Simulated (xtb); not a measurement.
xtb input file for C4H4N, SMILES C1=C[N]C=C1, multiplicity 2, GFN2-xTB. 

```
$ xtb mol.xyz --gfn 2 --sp --chrg 0 --uhf 1 --json
$ cat mol.xyz
9

C      0.03566724     0.68167728     0.96405070
C     -0.00207674     1.06618241    -0.41955057
N     -0.00000000     0.00000093    -1.21366005
C      0.00207674    -1.06618178    -0.41955220
C     -0.03566724    -0.68167875     0.96404966
H      0.02250833     1.35308900     1.79992449
H     -0.07912467     2.06070022    -0.81910451
H      0.07912468    -2.06069897    -0.81910765
H     -0.02250833    -1.35309174     1.79992243
```

It prints:

```
[banner left out]
          |                Calculation Setup                |
           -------------------------------------------------



           -------------------------------------------------
          |                 G F N 2 - x T B                 |
           -------------------------------------------------

        Reference                      10.1021/acs.jctc.8b01176
      * Hamiltonian:
        H0-scaling (s, p, d)           1.850000    2.230000    2.230000
        zeta-weighting                 0.500000
      * Dispersion:
        s8                             2.700000
        a1                             0.520000
        a2                             5.000000
        s9                             5.000000
      * Repulsion:
        kExp                           1.500000    1.000000
        rExp                           1.000000
      * Coulomb:
        alpha                          2.000000
        third order                    shell-resolved
        anisotropic                    true
        a3                             3.000000
        a5                             4.000000
        cn-shift                       1.200000
        cn-exp                         4.000000
        max-rad                        5.000000


          ...................................................
          :                      SETUP                      :
          :.................................................:
          :  # basis functions                  24          :
          :  # atomic orbitals                  24          :
          :  # shells                           14          :
          :  # electrons                        25          :
          :  max. iterations                   250          :
          :  Hamiltonian                  GFN2-xTB          :
          :  restarted?                      false          :
          :  GBSA solvation                  false          :
          :  PC potential                    false          :
          :  electronic temp.          300.0000000     K    :
          :  accuracy                    1.0000000          :
          :  -> integral cutoff          0.2500000E+02      :
          :  -> integral neglect         0.1000000E-07      :
          :  -> SCF convergence          0.1000000E-05 Eh   :
          :  -> wf. convergence          0.1000000E-03 e    :
          :  Broyden damping             0.4000000          :
          :  net charge                          0          :
          :  unpaired electrons                  1          :
          ...................................................

 iter      E             dE          RMSdq      gap      omega  full diag
   1    -13.6421218 -0.136421E+02  0.459E+00    5.42       0.0  T
   2    -13.6472609 -0.513916E-02  0.337E+00    5.13       1.0  T
   3    -13.5122615  0.134999E+00  0.417E+00    5.11       1.0  T
   4    -13.6451562 -0.132895E+00  0.132E+00    5.05       1.0  T
   5    -13.6493275 -0.417138E-02  0.786E-01    5.12       1.0  T
   6    -13.6509783 -0.165081E-02  0.560E-01    5.16       1.0  T
   7    -13.6520238 -0.104545E-02  0.316E-01    5.18       1.0  T
   8    -13.6482680  0.375578E-02  0.873E-01    5.22       1.0  T
   9    -13.6512490 -0.298095E-02  0.514E-01    5.17       1.0  T
  10    -13.6517684 -0.519403E-03  0.378E-01    5.18       1.0  T
  11    -13.6522723 -0.503931E-03  0.201E-01    5.19       1.0  T
  12    -13.6524811 -0.208749E-03  0.127E-02    5.20       2.6  T
  13    -13.6524793  0.172104E-05  0.205E-02    5.20       1.6  T
  14    -13.6524807 -0.132452E-05  0.134E-02    5.20       2.5  T
  15    -13.6524816 -0.937785E-06  0.144E-03    5.20      23.2  T
  16    -13.6524816 -0.103477E-07  0.215E-04    5.20     154.8  T
  17    -13.6524816 -0.144201E-09  0.120E-04    5.20     278.3  T

   *** convergence criteria satisfied after 17 iterations ***

         #    Occupation            Energy/Eh            Energy/eV
      -------------------------------------------------------------
         1        2.0000           -0.6752832             -18.3754
       ...           ...                  ...                  ...
         7        2.0000           -0.5113554             -13.9147
         8        2.0000           -0.4810228             -13.0893
         9        2.0000           -0.4713467             -12.8260
        10        2.0000           -0.4648386             -12.6489
        11        2.0000           -0.4075266             -11.0894
        12        1.9894           -0.3929825             -10.6936
        13        1.0106           -0.3843697             -10.4592 (HOMO)
        14                         -0.1932063              -5.2574 (LUMO)
        15                         -0.1751398              -4.7658
        16                          0.1046937               2.8489
        17                          0.1212254               3.2987
        18                          0.1706209               4.6428
       ...                                ...                  ...
        24                          0.6535121              17.7830
      -------------------------------------------------------------
                  HL-Gap            0.1911634 Eh            5.2018 eV
             Fermi-level           -0.3387321 Eh           -9.2174 eV

 SCC (total)                   0 d,  0 h,  0 min,  0.006 sec
 SCC setup                      ...        0 min,  0.000 sec (  1.987%)
 Dispersion                     ...        0 min,  0.000 sec (  1.099%)
 classical contributions        ...        0 min,  0.000 sec (  0.434%)
 integral evaluation            ...        0 min,  0.001 sec ( 10.874%)
 iterations                     ...        0 min,  0.004 sec ( 61.346%)
 molecular gradient             ...        0 min,  0.001 sec ( 22.452%)
 printout                       ...        0 min,  0.000 sec (  1.535%)

         :::::::::::::::::::::::::::::::::::::::::::::::::::::
         ::                     SUMMARY                     ::
         :::::::::::::::::::::::::::::::::::::::::::::::::::::
         :: total energy             -13.431962259368 Eh    ::
         :: gradient norm              0.000153464287 Eh/a0 ::
         :: HOMO-LUMO gap              5.201822082377 eV    ::
         ::.................................................::
         :: SCC energy               -13.652480424705 Eh    ::
         :: -> isotropic ES            0.007979500194 Eh    ::
         :: -> anisotropic ES          0.001897134448 Eh    ::
         :: -> anisotropic XC          0.012815117428 Eh    ::
         :: -> dispersion             -0.004985437373 Eh    ::
         :: repulsion energy           0.220518165337 Eh    ::
         :: add. restraining           0.000000000000 Eh    ::
         :: total charge               0.000000000000 e     ::
         :::::::::::::::::::::::::::::::::::::::::::::::::::::

           -------------------------------------------------
          |                Property Printout                |
           -------------------------------------------------

    * Orbital Energies and Occupations

         #    Occupation            Energy/Eh            Energy/eV
      -------------------------------------------------------------
         1        2.0000           -0.6752832             -18.3754
         2        2.0000           -0.6205638             -16.8864
         3        2.0000           -0.6184269             -16.8283
         4        2.0000           -0.5675905             -15.4449
         5        2.0000           -0.5595051             -15.2249
         6        2.0000           -0.5334550             -14.5160
         7        2.0000           -0.5113554             -13.9147
         8        2.0000           -0.4810228             -13.0893
         9        2.0000           -0.4713467             -12.8260
        10        2.0000           -0.4648386             -12.6489
        11        2.0000           -0.4075266             -11.0894
        12        1.9894           -0.3929825             -10.6936
        13        1.0106           -0.3843697             -10.4592 (HOMO)
        14                         -0.1932063              -5.2574 (LUMO)
        15                         -0.1751398              -4.7658
        16                          0.1046937               2.8489
        17                          0.1212254               3.2987
        18                          0.1706209               4.6428
        19                          0.2220665               6.0427
        20                          0.2327709               6.3340
        21                          0.2781735               7.5695
        22                          0.4280215              11.6471
        23                          0.4664278              12.6921
        24                          0.6535121              17.7830
      -------------------------------------------------------------
                  HL-Gap            0.1911634 Eh            5.2018 eV
             Fermi-level           -0.3387321 Eh           -9.2174 eV

     #   Z          covCN         q      C6AA      α(0)
     1   6 C        3.027    -0.049    29.185     8.861
     2   6 C        3.162     0.073    26.063     8.345
     3   7 N        1.882    -0.222    26.696     7.659
     4   6 C        3.162     0.073    26.063     8.345
     5   6 C        3.027    -0.049    29.185     8.861
     6   1 H        0.926     0.037     2.484     2.465
     7   1 H        0.926     0.050     2.318     2.381
     8   1 H        0.926     0.050     2.318     2.381
     9   1 H        0.926     0.037     2.484     2.465

 Mol. C6AA /au·bohr⁶  :       1046.869029
 Mol. C8AA /au·bohr⁸  :      25194.298442
 Mol. α(0) /au        :         51.762412


Wiberg/Mayer (AO) data.
largest (>0.10) Wiberg bond orders for each atom

 ---------------------------------------------------------------------------
     #   Z sym  total        # sym  WBO       # sym  WBO       # sym  WBO
 ---------------------------------------------------------------------------
     1   6 C    3.970 --     5 C    1.637     2 C    1.207     6 H    0.974
     2   6 C    3.838 --     3 N    1.463     1 C    1.207     7 H    0.969
                             4 C    0.129
     3   7 N    3.140 --     2 C    1.463     4 C    1.463
     4   6 C    3.838 --     3 N    1.463     5 C    1.207     8 H    0.969
                             2 C    0.129
     5   6 C    3.970 --     1 C    1.637     4 C    1.207     9 H    0.974
     6   1 H    0.999 --     1 C    0.974
     7   1 H    0.997 --     2 C    0.969
     8   1 H    0.997 --     4 C    0.969
     9   1 H    0.999 --     5 C    0.974
 ---------------------------------------------------------------------------

Topologies differ in total number of bonds
Writing topology from bond orders to xtbtopo.mol

molecular dipole:
                 x           y           z       tot (Debye)
 q only:       -0.000      -0.000       0.315
   full:        0.000      -0.000       0.619       1.573
molecular quadrupole (traceless):
                xx          xy          yy          xz          yz          zz
 q only:       -1.067      -0.090       2.583      -0.000       0.000      -1.516
  q+dip:       -2.966      -0.210       5.272      -0.000       0.000      -2.307
   full:       -0.904      -0.203       4.151      -0.000       0.000      -3.246


           -------------------------------------------------
          | TOTAL ENERGY              -13.431962259368 Eh   |
          | GRADIENT NORM               0.000153464287 Eh/α |
          | HOMO-LUMO GAP               5.201822082377 eV   |
           -------------------------------------------------

------------------------------------------------------------------------
Note: The following floating-point exceptions are signalling: IEEE_UNDERFLOW_FLAG IEEE_DENORMAL
normal termination of xtb
------------------------------------------------------------------------
 total:
 SCF:
```

The calculation finished and met its thresholds.
